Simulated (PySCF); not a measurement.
Compound: C5H10NOP.
SMILES with atom numbers: `[CH2:1]=[CH:2][C@@H:3]1[CH2:4][P@@:5]1(=[NH:6])[CH2:7][OH:8]`

Structure used (GFN2-xTB), in Å, numbered top down from 1:
```
atom  x, y, z in Å
C1     2.9401   -0.5636   -0.7931
C2     2.0194   -0.1559    0.0672
C3     0.7194    0.4006   -0.3120
C4     0.0725    1.4724    0.6360
P5    -0.7848   -0.1339    0.6220
N6    -1.0375   -1.1905    1.7446
C7    -2.2710   -0.1482   -0.4629
O8    -3.4117   -0.2084    0.3305
H9     3.8728   -0.9890   -0.4674
H10    2.7918   -0.4911   -1.8578
H11    2.1936   -0.2461    1.1331
H12    0.6181    0.6101   -1.3716
H13    0.6583    1.7199    1.5135
H14   -0.3346    2.3463    0.1474
H15   -0.3058   -1.3039    2.4303
H16   -2.1943   -1.0209   -1.1330
H17   -2.3140    0.7634   -1.0650
H18   -3.2409   -0.8548    1.0322
```

Definitions: NICS(0) = −σiso at the ring centroid; NICS(1) = −σiso and NICS(1)zz = −σzz at ±1 Å along the ring normal z. Level: GIAO PBE0/pcSseg-1 (PySCF, non-relativistic, gas phase) on the GFN2-xTB geometry, one conformer.

Ring bond lengths (Å), with Mayer bond orders in brackets: C3–C4 1.570 (0.85), C4–P5 1.821 (0.83), P5–C3 1.849 (0.76).

Task: Give the NICS values of each ring in ppm.

Result: 
| ring | type | NICS(0) | NICS(1), two faces | NICS(1)zz, two faces | rms pucker (Å) | centre to ring atoms, mean (Å) |
| --- | --- | --- | --- | --- | --- | --- |
| C3–C4–P5 | 3-membered ring with P; formal bonds all single | -20.4 | -3.3 / -7.0 | -6.7 / -12.3 | 0.00 | 1.01 |

Task: What do they say, and how far can they be read as aromaticity?

Result: 
- C3–C4–P5: mean NICS(1)zz -9.5 ppm, shielded. C3, C4, P5 have four or more neighbours, so the value isn't read as a sign of a π ring current. The two faces differ by 5.6 ppm, so no symmetry operation interchanges them. NICS(0) lies 15 ppm below the mean NICS(1).

Task: Give the inner angles of the rings and the Hirshfeld charges of the ring atoms.

Result: 
- C3–C4–P5: C3 63.7° (-0.080 e), C4 65.6° (-0.132 e), P5 50.7° (+0.370 e); sum 180.0° against 180° for a flat convex ring.

Task: How shielded are the nuclei of the rings and their hydrogens (means over atoms taken as equivalent)?

Result: 
| atoms | environment | σ isotropic (ppm) | principal values of the symmetric part, first atom (ppm) |
| --- | --- | --- | --- |
| C3 | sp3 carbon bound to phosphorus | 154.7 | 126.1, 150.2, 187.9 |
| C4 | sp3 carbon bound to phosphorus | 165.5 | 147.1, 165.2, 184.1 |
| P5 | phosphorus bonded to 3 C and N | 400.9 | 230.2, 282.0, 690.7 |
| H12 | methine hydrogen | 29.93 | 24.8, 29.8, 35.2 |
| H13 | methylene hydrogen | 30.42 | 26.4, 28.7, 36.2 |
| H14 | methylene hydrogen | 30.16 | 25.7, 27.1, 37.6 |

Cost: about 1.9 min of CPU time on one thread (with the writing of density and orbital grids); the machine was shared, so the figure is rough. This is the whole shielding run at PBE0/pcSseg-1, SCF included.
